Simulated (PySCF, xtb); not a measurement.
H5InOP2, SMILES [PH2][In]([OH])[PH2]. One conformer was computed; it need not be the lowest.

Harmonic wavenumbers (cm⁻¹) from GFN2-xTB run with xtb at its own minimum, in rising order: 48, 58, 61, 84, 109, 238, 299, 304, 390, 515, 553, 571, 586, 593, 1121, 1133, 2140, 2167, 2246, 2279, 3676.

Q: What does PySCF 2.14.0 with PBE-D3(BJ)/def2-SVP give at its own minimum? (An estimate is asked for; the answer gives what the named calculation found.)

A: 48, 64, 72, 90, 117, 257, 297, 307, 529, 557, 571, 584, 618, 761, 1047, 1051, 2302, 2306, 2323, 2327, 3713. Paired by order, the mean absolute difference is 52 cm⁻¹ and the zero-point energies are 27.4 and 28.5 kcal/mol.
